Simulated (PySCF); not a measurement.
Basis and Hamiltonian dependence of the excitation energy of Cu(2+)

Cu(2+) [Ar] 3d9 (2D) → Cu(2+) [Ar] 3d8 4s1 (4F). Calculated with PySCF 2.14 from differences of total energies of unrestricted determinants, without spin-orbit coupling. Values in eV.

```
                                                                               basis       Hamiltonian  functions    UHF    LDA   PBE0  MP2 (valence)  CCSD(T) (valence)  CCSD(T) (valence and next inner shell)
                                                                      aug-cc-pVDZ-DK     spin-free X2C         59  5.956  7.703  7.215          7.776              7.380                                     n/a
                                                                        ANO-RCC-VTZP     spin-free X2C         59  6.390  8.626  7.961          8.450              8.061                                   8.143
                                                                        x2c-TZVPPall     spin-free X2C         64  6.222  8.419  7.780          8.209              7.836                                   7.926
                                                      aug-cc-pwCVDZ-PP with ECP10MDF               ECP         70  5.803  7.745  7.142          7.789              7.404                                   7.390
                   x2c-TZVPPall with one added diffuse shell each of s, p, d, f type     spin-free X2C         80  6.170  8.338  7.709          8.143              7.764                                   7.855
                                                                           dyall-v2z     spin-free X2C         92  5.869    n/a    n/a          7.706              7.338                                     n/a
                                                                      aug-cc-pVTZ-DK     spin-free X2C         93  5.762  7.746  7.152          7.721              7.326                                     n/a
                                                                          dyall-av2z  non-relativistic        101  6.485  8.587  7.975          8.317              7.954                                     n/a
                                                                        x2c-QZVPPall     spin-free X2C        108  5.802  7.843  7.243          7.801                n/a                                     n/a
aug-cc-pVTZ-PP with one added diffuse shell each of s, p, d, f, g type with ECP10MDF               ECP        113  5.769  7.645  7.054          7.766                n/a                                     n/a
                                                      aug-cc-pwCVTZ-PP with ECP10MDF               ECP        122  5.741  7.600  7.016          7.782                n/a                                     n/a
                                                                    aug-cc-pwCVTZ-DK     spin-free X2C        127  5.750  7.742  7.152          7.753                n/a                                     n/a
                                                        aug-cc-pVQZ-PP with ECP10MDF               ECP        135  5.745  7.600  7.015          7.815                n/a                                     n/a
            aug-cc-pwCVTZ-DK with one added diffuse shell each of s, p, d, f, g type     spin-free X2C        152  5.750  7.742  7.153          7.753                n/a                                     n/a
```

Frozen in the all-electron rows: valence: [Ar]; valence and next inner shell: [Ne]; with a core potential, the same shells as far as they lie outside it.

At UHF, ANO-RCC-VTZP, x2c-TZVPPall, x2c-TZVPPall with one added diffuse shell each of s, p, d, f type lie more than 0.3 eV from the median of the rows with comparable relativity. Of these, ANO-RCC-VTZP, x2c-TZVPPall have no diffuse functions of the l that the added or promoted electron needs.

Non-relativistic rows lack the scalar-relativistic shift.
